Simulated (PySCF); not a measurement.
Al₂H₄, SMILES [AlH2][AlH2-], charge -1, multiplicity 2. The structure is a stationary point at PBE-D3(BJ)/def2-TZVPD.

Computed equilibrium geometry at PBE-D3(BJ)/def2-TZVPD (PySCF confirms it by a frequency run) as a Z-matrix, and its point group:
point group D2h.
```
Al
H 1 1.6368
H 1 1.6368 2 110.42
Al 1 2.4979 2 124.79 3 180.00
H 4 1.6368 1 124.79 2 180.00
H 4 1.6368 5 110.42 1 180.00
```
Charge -1, spin multiplicity 2.
